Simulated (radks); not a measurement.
Initial-state core-level shifts of the samarium ion Sm+ when its valence configuration changes from [Xe] 4f6 6s1. Calculated with a radial shooting solver on a logarithmic mesh with Libxc functionals: scalar-relativistic Kohn-Sham, LDA (Slater exchange, Perdew-Wang correlation), spin-polarised, spherical densities, finite nucleus; open shells are filled with parallel spins first (spin-orbit coupling, left out, can overturn this in heavy ions); Fermi nuclear charge, rms radius 5.0819 fm. Shifts are changes of the shell-averaged eigenvalues in eV (positive: less bound); the change of the density at the nucleus, which sets a Mossbauer isomer shift, is in e/bohr^3, on a base of 5.545e+05.

[
 {"valence": "4f6 6s0.5 6p0.5", "2s": "-0.600", "3d": "-0.593", "4s": "-0.598", "5s": "-0.624", "density at nucleus": "-14.15"},
 {"valence": "4f5 5d1 6s1", "2s": "-7.117", "3d": "-7.936", "4s": "-7.549", "5s": "-3.587", "density at nucleus": "+28.38"},
 {"valence": "4f5 6s2", "2s": "-9.609", "3d": "-10.366", "4s": "-9.978", "5s": "-6.043", "density at nucleus": "+66.19"},
 {"valence": "4f4 5d1 6s2", "2s": "-18.068", "3d": "-19.868", "4s": "-18.779", "5s": "-9.806", "density at nucleus": "+102.95"},
 {"valence": "4f5.5 6s1 6p0.5", "2s": "-5.086", "3d": "-5.435", "4s": "-5.280", "5s": "-3.473", "density at nucleus": "+16.04"},
 {"valence": "4f5.5 6s1.5", "2s": "-4.549", "3d": "-4.896", "4s": "-4.743", "5s": "-2.953", "density at nucleus": "+30.27"},
 {"valence": "4f6 5d0.5 6s0.5", "2s": "+0.934", "3d": "+0.907", "4s": "+0.915", "5s": "+0.985", "density at nucleus": "-15.33"},
 {"valence": "4f7", "2s": "+6.897", "3d": "+7.404", "4s": "+7.281", "5s": "+4.808", "density at nucleus": "-46.69"},
 {"valence": "4f6 5d1", "2s": "+1.819", "3d": "+1.768", "4s": "+1.785", "5s": "+1.927", "density at nucleus": "-29.76"}
]
